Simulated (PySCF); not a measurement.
System: C$_{3}$H$_{9}$BN (charge 0, doublet). It need not be the lowest isomer of its formula. SMILES: [CH2]B(C)NC
Geometry from a B3LYP-D3(BJ)/def2-TZVP (Ansatz) optimisation:
```xyz
14

C      1.2883     0.7696     0.7908
B      0.4573    -0.2645     0.0148
C      1.1131    -1.6300    -0.4515
N     -0.8966    -0.0275    -0.2992
C     -1.7249     1.1222     0.0055
H      2.3304     0.5894     1.0336
H      0.9227     1.7266     1.1475
H      0.4279    -2.2869    -0.9945
H      1.4961    -2.1926     0.4059
H      1.9758    -1.4479    -1.1002
H     -1.3870    -0.7460    -0.8106
H     -1.1481     1.8618     0.5549
H     -2.5861     0.8429     0.6196
H     -2.1003     1.5971    -0.9058
```
Charge 0, spin multiplicity 2.

Dispersion corrections to the total energy (kcal/mol) from the dftd3 and dftd4 libraries through PySCF: D3(BJ) without and D4 with the three-body term, each with the damping fitted for the functional named.

```json
[
 {"functional": "PBE0", "D3(BJ)": "-5.11", "D4": "-4.73"},
 {"functional": "TPSS", "D3(BJ)": "-7.45", "D4": "-7.61"},
 {"functional": "HSE06", "D3(BJ)": "___", "D4": "-4.37"},
 {"functional": "BHLYP", "D3(BJ)": "-7.63", "D4": "___"},
 {"functional": "CAM-B3LYP", "D3(BJ)": "___", "D4": "-4.72"},
 {"functional": "TPSSh", "D3(BJ)": "-6.81", "D4": "-6.93"},
 {"functional": "B2GP-PLYP", "D3(BJ)": "-3.26", "D4": "-2.37"}
]
```

Complete the blanks.


- HSE06, D3(BJ): -3.77
- BHLYP, D4: -6.20
- CAM-B3LYP, D3(BJ): -4.47
